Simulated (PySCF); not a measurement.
C4H6BF, SMILES FB1C=CCC1. The structure is a stationary point at TPSSh-D3(BJ)/def2-SVP. The structure was generated by enumeration, and PubChem lists no compound with its InChIKey, so it may never have been made. Other conformers were not sampled.

Calculation: TPSSh-D3(BJ)/def2-SVP run with PySCF 2.14.0.

Harmonic wavenumbers (cm⁻¹): 94, 244, 362, 438, 524, 719, 729, 773, 783, 906, 931, 1001, 1027, 1091, 1119, 1119, 1213, 1214, 1322, 1336, 1412, 1433, 1454, 1617, 3020, 3045, 3054, 3085, 3142, 3197. Rotational constants (GHz): 6.966, 3.098, 2.202; symmetry number 1.

**Question.** Work out the zero-point energy and the ideal-gas rigid-rotor harmonic-oscillator thermochemistry at 298.15 K and 1 atm.

**Answer.** ZPE = ½ Σ hcν = ½ × 41406 cm⁻¹ = 59.19 kcal/mol. H − E(el) = 63.30 kcal/mol. Entropy in cal/(mol K): translation 39.19, rotation 26.32, vibration 9.70, total 75.22. G − E(el) = 40.87 kcal/mol. Cp = 22.24 cal/(mol K). Modes under 150 cm⁻¹ make the vibrational entropy uncertain.
